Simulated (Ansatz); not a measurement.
`C[SiH]1CO[SiH2]1` → `O[SiH2]/C=C/[SiH3]`  (isomerisation)

Calculated with Ansatz (gas phase, PBE0-D4/def2-TZVP geometries, no zero-point term in ΔE). CBS: MP2 limit from def2 TZ/QZ plus the TZ coupled-cluster correction, frozen cores. DFT in def2-TZVPP. B3LYP here is the variant with VWN-RPA as its local correlation; programs differ in this. Each species was taken in one conformer, which may not be the lowest.

```csv
level,ΔE (kJ/mol)
r2SCAN-D4,-13.2
B3LYP-D4,-28.5
CCSD(T)/def2-TZVPP,-29.3
CCSD/CBS(def2),-30.6
```

**Question.** What does CCSD(T)/CBS give? (Best estimate.)

**Answer.** Computed: -28.7 kJ/mol. The listed levels differ from it by 15.5, 0.2, -0.6, -1.9 kJ/mol.

Largest T1 diagnostic among the species: 0.012.

In def2-TZVPP, CCSD(T) changes the Hartree–Fock value by +28.1 kJ/mol (the triples alone add +1.9 kJ/mol) and MP2 by +28.5 kJ/mol.
